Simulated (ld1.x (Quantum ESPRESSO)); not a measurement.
# Before and after: TM semilocal potential for Au (Z = 79)

ld1.x (Quantum ESPRESSO) 7.5 input, shortened:

```
&input
   title='Au', zed=79., rel=0, dft='PZ', iswitch=3,
   config='[Xe] 4f14 5d10 6s0.5 6p0'
 /
 &inputp
   pseudotype=1, tm=.true., lloc=1,
   nlcc=.false.
 /
3
5S  1  0   2.00   0.00  1.15  1.15  0.0
5D  3  2  10.00   0.00  2.15  2.15  0.0
5P  2  1   6.00   0.00  1.60  1.60  0.0
 &test
   configts(1)='5s2 5p6 5d10 6s0.5 6p0'
 /
```

Occupied shells without a wave of their own: 6s. They enter only through the test configuration that unscreens the potential.

Change: scalar-relativistic.

Cutoffs: the cutoffs (Ry, on a coarse ladder) from which the occupation-weighted sum of valence levels, in a spherical-Bessel basis at the reference potential, stays within 10 and 1 mRy of its value at 400 Ry; they do not see the model core or the augmentation charge, which bear on the density cutoff. Errors are all-electron minus pseudo energies relative to the spin-unpolarised reference configuration.

Question: What does the change do?

Answer: The potential gets neither clearly harder nor softer (110 Ry and 200 Ry → 120 Ry and 200 Ry); the s channel sets the loose cutoff, while the largest relative change is in p, which becomes softer; the miss of the reference levels goes from 0.12 to 0.36 eV; of the 9 tests that both files solve, the error grows in 7 and shrinks in 1 by more than 15 % and 0.3 meV (median size 67.5 → 164.8 meV); neither file shows a bound ghost. A semilocal file is local in each channel, so a ghost entry of none says nothing of the separable form that plane-wave codes build from it.

| quantity | base | changed |
| --- | --- | --- |
| cutoff, loose | 110 Ry | 120 Ry |
| cutoff, tight | 200 Ry | 200 Ry |
| loose cutoff by channel (10 mRy a level) | s 100 Ry, d 35 Ry, p 35 Ry | s 110 Ry, d 35 Ry, p 30 Ry |
| bound ghosts | none | none |
| largest miss of a reference level, eV | 0.12 | 0.36 |
| error for 5s2 5p6 5d10 6s1 6p0, meV [ΔE -2.99 → -3.95 eV] | +50 | +165 |
| error for 5s2 5p6 5d10 6s0 6p0, meV [ΔE 4.62 → 5.83 eV] | -67 | -203 |
| error for 5s2 5p6 5d9 6s0 6p0, meV [ΔE 26.76 → 27.33 eV] | -101 | -278 |
| error for 5s2 5p6 5d10 6s0 6p1, meV [ΔE 0.60 → 1.45 eV] | +52 | -14 |
| error for 5s2 5p6 5d9 6s1 6p1, meV [ΔE 5.89 → 3.57 eV] | +231 | +421 |
| error for 5s2 5p6 5d9 6s2 6p0, meV [ΔE 1.79 → -2.35 eV] | +194 | +570 |
| error for 5s1 5p6 5d10 6s1 6p0, meV [ΔE 88.40 → 111.73 eV] | +89 | +131 |
| error for 5s2 5p6 5d10 6s0.5 6p0 (spin-polarised), meV [ΔE -0.04 eV] | -0.3 | -0.4 |
| error for 5s2 5p6 5d10 6s1 6p0 (spin-polarised), meV [ΔE -3.13 → -4.08 eV] | +50 | +164 |
| s: phases at 2.34 bohr within 0.05 rad from the reference energy up to (Ry; the scan ends near 5) | -0.5 | n/a |
| p: phases at 2.34 bohr within 0.05 rad from the reference energy up to (Ry; the scan ends near 5) | -0.2 | -0.5 |
| d: phases at 2.34 bohr within 0.05 rad from the reference energy up to (Ry; the scan ends near 5) | to the end of the scan | 3.2 |

Base: The 6s level has no wave, so the channel is fitted at the deeper level alone: the likely source of the large errors. Changed file: The 6s level has no wave, so the channel is fitted at the deeper level alone: the likely source of the large errors.
